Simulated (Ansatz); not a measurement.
`BN(CC)[SiH2]Cl` + `CCCO` → `CCC(C)CO` + `BN[SiH2]Cl`  (formal exchange of groups at a C–N bond)

Isolated molecules relaxed with PBE0-D4/def2-TZVP in Ansatz; ΔE leaves out vibrations. CBS: MP2 limit from def2 TZ/QZ plus the TZ coupled-cluster correction, frozen cores. DFT in def2-TZVPP. One conformer a species, not always the lowest.

```json
{"species": "`BN(CC)[SiH2]Cl`", "PBE0-D4 energy (Eh)": "-910.64247"}
{"species": "`CCCO`", "PBE0-D4 energy (Eh)": "-194.20803"}
{"species": "`CCC(C)CO`", "PBE0-D4 energy (Eh)": "-272.77138"}
{"species": "`BN[SiH2]Cl`", "PBE0-D4 energy (Eh)": "-832.08934"}
```

(1) Work out ΔE.

Largest T1 diagnostic among the species: 0.011.

Answers

(1) ΔE = (-272.77138) + (-832.08934) − (-910.64247) − (-194.20803) = -0.01022 Eh = -26.8 kJ/mol. CCSD(T)/CBS gives -29.6 kJ/mol.
